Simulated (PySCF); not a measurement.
# Magnetic susceptibility: SMILES CCn1ccnn1, C$_{4}$H$_{7}$N$_{3}$

Geometry:
| atom | x (Å) | y (Å) | z (Å) |
| --- | --- | --- | --- |
| C1 | 1.862 | 0.588 | 0.034 |
| C2 | 1.021 | -0.679 | 0.169 |
| N3 | -0.382 | -0.371 | 0.218 |
| C4 | -1.207 | -0.026 | -0.796 |
| C5 | -2.418 | 0.197 | -0.184 |
| N6 | -2.261 | -0.017 | 1.136 |
| N7 | -1.049 | -0.352 | 1.365 |
| H8 | 1.648 | 1.266 | 0.856 |
| H9 | 2.918 | 0.333 | 0.056 |
| H10 | 1.645 | 1.097 | -0.903 |
| H11 | 1.260 | -1.192 | 1.103 |
| H12 | 1.209 | -1.353 | -0.672 |
| H13 | -0.889 | 0.023 | -1.816 |
| H14 | -3.360 | 0.487 | -0.601 |

Method used: GIAO B97-2/pcSseg-1 magnetisability, rotational g tensor and spin-rotation constants, non-relativistic, gas phase in PySCF. Geometry: GFN2-xTB.

**Question.** How diamagnetic is it, and how anisotropic?

**Answer.** Isotropic -1013 × 10⁻³⁰ J/T², or -61.0 × 10⁻⁶ cm³/mol; principal values -1547, -761, -730 × 10⁻³⁰ J/T², anisotropy 801 × 10⁻³⁰ J/T² (root of half the summed squared differences of the principal values). The susceptibility is in cgs units.

**Question.** Split it along the inertial axes a, b, c into diamagnetic and paramagnetic parts about the centre of mass, with the quadrupole moment.

**Answer.** 
| axis | χ (10⁻⁶ cm³/mol) | diamagnetic (10⁻⁶ cm³/mol) | paramagnetic (10⁻⁶ cm³/mol) | summed x² of all electrons (Å²) | quadrupole Θ (D Å) |
| --- | --- | --- | --- | --- | --- |
| a | -47.6 | -257.0 | 209.4 | 141.0 | +2.20 |
| b | -46.0 | -686.4 | 640.4 | 39.8 | -1.17 |
| c | -89.4 | -766.8 | 677.4 | 20.8 | -1.03 |

Anisotropies 2χaa − χbb − χcc = +40.1 and 2χbb − χaa − χcc = +45.1 × 10⁻⁶ cm³/mol. Θ is traceless in Buckingham's convention.

**Question.** And the rotational g tensor?

**Answer.** 
```tsv
axis	rotational constant (GHz)	g	nuclear part	electronic part
a	7.1769	-0.0924	0.6136	-0.7059
b	2.0447	-0.0260	0.5892	-0.6152
c	1.7921	+0.0137	0.5840	-0.5704
```
Asymmetric top; isotopes 12C, 1H, 14N; no vibrational averaging.
